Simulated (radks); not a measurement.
Ni3.5+, configuration [Ar] 3d5.5 4s1 (fractional occupations, a model configuration).

All-electron calculation, scalar-relativistic Kohn-Sham, LDA (Slater exchange, Perdew-Wang correlation), spin-unpolarised, spherical densities, finite nucleus; Fermi nuclear charge, rms radius 3.7757 fm. Program: a radial shooting solver on a logarithmic mesh with Libxc functionals.

Energy parts (eV):
part                      energy
total                 -41196.742
kinetic                41756.085
electron-nucleus      -97487.742
Hartree                16133.008
exchange-correlation   -1598.093

Orbitals (lengths in bohr, moments of r in powers of bohr; r(max) is where P^2 peaks):
\begin{tabular}{lrrrrr}
orbital & occ. & eigenvalue (eV) & <r^4> & <1/r> & r(max) \\ \hline
1s & 2 & -8257.408 & 0.00004006 & 28.04 & 0.03546 \\
2s & 2 & -1043.836 & 0.008787 & 6.057 & 0.2050 \\
2p & 6 & -908.0220 & 0.006584 & 5.951 & 0.1649 \\
3s & 2 & -170.2924 & 0.5896 & 1.957 & 0.6350 \\
3p & 6 & -130.4830 & 0.7540 & 1.826 & 0.6389 \\
3d & 5.5 & -66.3119 & 1.557 & 1.544 & 0.5981 \\
4s & 1 & -43.2723 & 27.98 & 0.6777 & 1.773 \\
\end{tabular}

The highest occupied level is 4s at -43.272 eV. The density falls to 0.001 e/bohr^3 at r = 3.14 bohr.
